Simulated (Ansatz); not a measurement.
Computed with Ansatz on PBE0-D4/def2-TZVP structures; ΔE is electronic, products minus reactants. CCSD(T)/CBS adds triple-zeta CCSD(T) − MP2 to the extrapolated MP2 energy (def2 sets, frozen cores). DFT in def2-TZVPP. One conformer a species, not always the lowest.

Reaction (cleavage of the Si–Si bond): `N[SiH2][SiH](O)S` + `N[SiH](N)O` → `N[SiH2]N[SiH](N)O` + `O[SiH2]S`

`N[SiH2][SiH](O)S`:

```xyz
12

N     0.222   -1.908    0.250
Si    0.546   -0.774   -1.019
Si   -0.328    1.226   -0.166
O    -1.893    0.990    0.296
S     0.973    1.656    1.489
H     0.617   -1.733    1.162
H     0.244   -2.896    0.045
H     1.977   -0.634   -1.429
H    -0.217   -1.229   -2.212
H    -0.382    2.394   -1.076
H    -2.062    0.164    0.757
H     0.302    2.745    1.905
```

`N[SiH](N)O`:

Z-matrix (Å, degrees):
```
Si
N 1 1.706
O 1 1.648 2 119.3
N 1 1.713 2 104.7 3 119.0
H 1 1.482 2 106.1 3 -114.4
H 2 1.007 1 121.6 3 -73.1
H 2 1.006 1 120.9 3 78.5
H 3 0.959 1 116.3 2 67.1
H 4 1.007 1 119.8 2 -170.5
H 4 1.007 1 119.6 2 45.7
```

`N[SiH2]N[SiH](N)O`:

```xyz
15

N    -1.378    1.268   -1.148
Si   -1.641   -0.369   -0.628
N    -0.154   -0.983   -0.036
Si    0.939   -0.230    1.076
N     2.518   -0.684    0.607
O     0.546    1.359    1.064
H    -0.854    1.426   -1.997
H    -2.166    1.897   -1.107
H    -2.090   -1.306   -1.697
H    -2.723   -0.237    0.384
H     0.081   -1.927   -0.308
H     0.830   -0.695    2.480
H     2.872   -0.467   -0.311
H     3.256   -0.679    1.292
H    -0.034    1.625    0.331
```

`O[SiH2]S`:

Cartesian coordinates in Å:
```
O -1.280 0.781 -0.103
Si -0.221 -0.474 -0.135
S 1.698 0.014 0.657
H -1.390 1.240 0.731
H -0.655 -1.608 0.718
H -0.142 -0.856 -1.560
H 1.990 0.903 -0.308
```

| level | ΔE (kJ/mol) |
| --- | --- |
| PBE-D4 | -73.5 |
| ωB97M-V | -95.2 |
| r2SCAN | -87.2 |
| SCS-MP2/def2-TZVPP | -100.0 |

(1) What does CCSD(T)/CBS give? (Estimate.)

Largest T1 diagnostic among the species: 0.012.

Results:

(1) Ansatz gave: -91.8 kJ/mol. The listed levels differ from it by 18.3, -3.4, 4.6, -8.2 kJ/mol.

From PBE to PBE0 (25 % exact exchange), in def2-TZVPP and without D4, ΔE moves by −6.5 kJ/mol.
